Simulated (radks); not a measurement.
The numbers below are computed, except where a source is named.
Problem. Gd3.5+, 60.5 electrons, occupied as [Kr] 4d10 4f(up 3.5, down 3.5) 5s2 5d(up 0.5, down 0.5) 5p(up 2.5, down 2) (fractional occupations, a model configuration). Code: a radial shooting solver on a logarithmic mesh with Libxc functionals. Model: scalar-relativistic Kohn-Sham, BLYP, spin-polarised, spherical densities, point nucleus. Some entries of the table are withheld. Estimate them.

| orbital | occ. | eigenvalue (hartree) | <r> (bohr) |
|---|---|---|---|
| 1s up | 1 | -1842.878 | 0.02190 |
| 1s down | 1 | -1842.877 | 0.02190 |
| 2s up | 1 | -305.3757 | 0.09327 |
| 2s down | 1 | -305.3749 | 0.09327 |
| 2p up | 3 | -271.8969 | 0.08236 |
| 2p down | 3 | -271.8957 | 0.08236 |
| 3s up | 1 | -68.69234 | 0.2444 |
| 3s down | 1 | -68.69142 | 0.2444 |
| 3p up | 3 | -58.32326 | 0.2430 |
| 3p down | 3 | -58.32218 | 0.2430 |
| 3d up | 5 | -44.63738 | 0.2211 |
| 3d down | 5 | -44.63629 | 0.2211 |
| 4s up | 1 | -14.86260 | 0.5529 |
| 4s down | 1 | -14.86062 | 0.5529 |
| 4p up | 3 | -11.44578 | 0.5853 |
| 4p down | 3 | -11.44370 | 0.5853 |
| 4d up | 5 | -6.72047 | 0.6360 |
| 4d down | 5 | -6.71777 | 0.6358 |
| 5s up | 1 | -3.08581 | 1.308 |
| 5s down | 1 | -3.06999 | 1.307 |
| 5p up | 2.5 | -2.22490 | 1.498 |
| 5p down | 2 | -2.20886 | 1.499 |
| 4f up | 3.5 | -1.60209 | (1) |
| 4f down | 3.5 | -1.59595 | (2) |
| 5d up | 0.5 | -1.17319 | (3) |
| 5d down | 0.5 | -1.16126 | (4) |

Solution. 
(1) 4f up <r> (bohr): 0.8350
(2) 4f down <r> (bohr): 0.8327
(3) 5d up <r> (bohr): 2.038
(4) 5d down <r> (bohr): 2.050
